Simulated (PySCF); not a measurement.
Gas-phase equilibrium of 1 mol GeCl₄, 0.21 mol O₂ at 1400 K and 1.01 bar, among 12 species (ClO, O₂, O, GeCl₃, Ge₂O₂, O₃, GeCl₄, Cl, Cl₂, GeO₂, GeCl₂, GeO). Only gases are allowed; each row takes one source of thermochemistry for all species, and Cantera finds the minimum.

Computed with PySCF and rigid-rotor harmonic-oscillator thermochemistry at 1 bar. † marks an energy on the PBE0/def2-TZVP geometry and frequencies; other levels use their own. 6-31G* has spherical d functions here. Open shells (unrestricted) among the columns below: ClO (multiplicity 2, electronic degeneracy 4), O₂ (multiplicity 3), GeCl₃ (multiplicity 2), Cl (multiplicity 2, electronic degeneracy 6); the rest are closed-shell singlets. Spin-orbit splitting is ignored; it lowers the true energy and changes the entropy of ClO, Cl. B3LYP is the form with VWN-RPA correlation. Ge: all electrons, no relativistic terms. GeCl₃: computed as isolated molecules; such fragments, hydroxides, amides, oligomers or adducts are transient or little studied in the gas. The harmonic model lacks anharmonicity and excited electronic states, which grow with temperature; levels with a mode under 35 cm⁻¹ are left out.

Molecules larger than those listed are left out, and so are free Ge atoms, whose spin-orbit terms are large. Also missing: (GeO)n, which can matter at low temperature or high pressure.

Mole fractions:

```json
[
 {"thermochemistry": "B3LYP/6-31G*", "x GeCl₄": "0.74", "x O₂": "0.16", "x GeCl₂": "0.042", "x Cl₂": "0.027", "x Cl": "0.030", "x GeCl₃": "0.0012", "x GeO": "2.6e-5", "x ClO": "2.8e-5"},
 {"thermochemistry": "B3LYP/def2-TZVP†", "x GeCl₄": "0.74", "x O₂": "0.16", "x GeCl₂": "0.046", "x Cl₂": "0.041", "x Cl": "0.013", "x GeCl₃": "0.00089", "x GeO": "0.00020", "x ClO": "8.7e-5"},
 {"thermochemistry": "M06-2X/def2-TZVP†", "x GeCl₄": "0.82", "x O₂": "0.17", "x GeCl₂": "0.0028", "x Cl₂": "0.0024", "x Cl": "0.0014", "x GeCl₃": "0.00034", "x GeO": "4.9e-5", "x ClO": "7.7e-6"},
 {"thermochemistry": "PBE0/def2-SVP†", "x GeCl₄": "0.82", "x O₂": "0.17", "x GeCl₂": "0.0040", "x Cl₂": "0.0021", "x Cl": "0.0041", "x GeCl₃": "0.00029", "x GeO": "3.2e-6", "x ClO": "1.8e-6"},
 {"thermochemistry": "PBE0/def2-TZVP", "x GeCl₄": "0.81", "x O₂": "0.17", "x GeCl₂": "0.0084", "x Cl₂": "0.0074", "x Cl": "0.0025", "x GeCl₃": "0.00049", "x GeO": "2.9e-5", "x ClO": "2.4e-5"}
]
```
The most sensitive of these is GeO: it spans a factor of 10^1.8 over these rows; at this temperature one factor of ten is RT ln 10 = 27 kJ/mol.
